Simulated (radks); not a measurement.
Valence configurations of S I (all share [Ne]). Calculated with a radial shooting solver on a logarithmic mesh with Libxc functionals: Dirac Kohn-Sham, PBE, spin-unpolarised, spherical densities, point nucleus; open shells fill j = l - 1/2 first. Energies are relative to 3s2 3p4; eigenvalues in eV.

valence      E (eV)  e(3p1/2)  e(3p3/2)  e(3s1/2)
3s2 3p4       0.000    -7.054    -6.971   -17.243
3s1.5 3p4.5   5.153    -7.339    -7.254   -17.591
3s1 3p5      10.337    -7.613    -7.526   -17.926
3s0.5 3p5.5  15.552    -7.879    -7.790   -18.248
3p6          20.795    -8.136    -8.046         -

NIST lists [Ne] 3s2 3p4 as the ground configuration; this level of theory agrees among the configurations tried. The energies are those of spherical spin-averaged densities, not of single terms.
